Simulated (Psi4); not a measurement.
F₂In, doublet (typed; the unrestricted solution is spin-contaminated), geometry from GFN2-xTB (such geometries of metal compounds can be far from the true shape) (the spin is typed, not shown lowest) (core potentials on In), with bond 2-1 at 1.5 times its length.

The Psi4 input:
```
memory 2 GB

molecule {
0 2
  In    0.21583697    0.08578411    0.06613032
  F    -1.26555372    1.77118489   -2.20890857
  F    -0.40335556   -1.67643143    1.09051942
}

set basis def2-svp
set reference uhf
set stability_analysis check
set scf_type pk

energy('scf')
print_variables()
```

Problem. What does this run give for the <S^2>, dipole moment, nuclear repulsion energy, total energy, number of basis functions?

Solution. 
The <S^2> is 0.974 and the dipole moment comes out as 7.07 D. The nuclear repulsion energy is 87.0867 Eh and the total energy is -387.7867 Eh. The number of basis functions comes out as 54.

These values belong to the state on which the SCF converged, which isn't shown to be the lowest.
